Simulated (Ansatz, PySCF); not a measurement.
C3H5, SMILES [CH]1CC1, multiplicity 2. Atoms are numbered in the order given.

```xyz
8

C      0.1623     0.8675     0.0000
C     -0.0298    -0.3631     0.7662
C     -0.0298    -0.3631    -0.7662
H     -0.3580     1.8120     0.0000
H     -0.9651    -0.5176     1.2958
H      0.8263    -0.8220     1.2507
H      0.8263    -0.8220    -1.2507
H     -0.9651    -0.5176    -1.2958
```
Charge 0, spin multiplicity 2.

Geometry optimised at B3LYP-D3(BJ)/def2-TZVP.

Two levels are set side by side: PBE-D3(BJ)/def2-TZVP (Ansatz, a program for electronic structure) and B3LYP-D3(BJ)/def2-TZVP (Ansatz). Each level has its own optimised geometry; the coordinates shown are those of the second. Frequencies come from the Hessian of PySCF at each geometry. Differences are taken from unrounded values.

```
quantity                            B3LYP-D3(BJ)  PBE-D3(BJ)  PBE-D3(BJ) minus B3LYP-D3(BJ)
----------------------------------  ------------  ----------  -----------------------------
mean bond length (Å)                       1.235       1.242                          0.007
bond C1–C2 (Å)                             1.462       1.465                          0.003
bond C1–C3 (Å)                             1.462       1.465                          0.003
bond C2–C3 (Å)                             1.532       1.537                          0.004
bond C1–H4 (Å)                             1.078       1.087                          0.008
bond C2–H5 (Å)                             1.086       1.095                          0.009
bond C2–H6 (Å)                             1.086       1.094                          0.009
bond C3–H7 (Å)                             1.086       1.094                          0.009
bond C3–H8 (Å)                             1.086       1.095                          0.009
highest harmonic wavenumber (cm⁻¹)          3221        3159                            -62
mean harmonic wavenumber (cm⁻¹)             1624        1579                            -45
zero-point energy (kcal/mol)               41.78       40.63                          -1.15
```

GGA bonds tend to be longer and softer than those of functionals with exact exchange. Differences between two approximate levels are no errors against the true value.
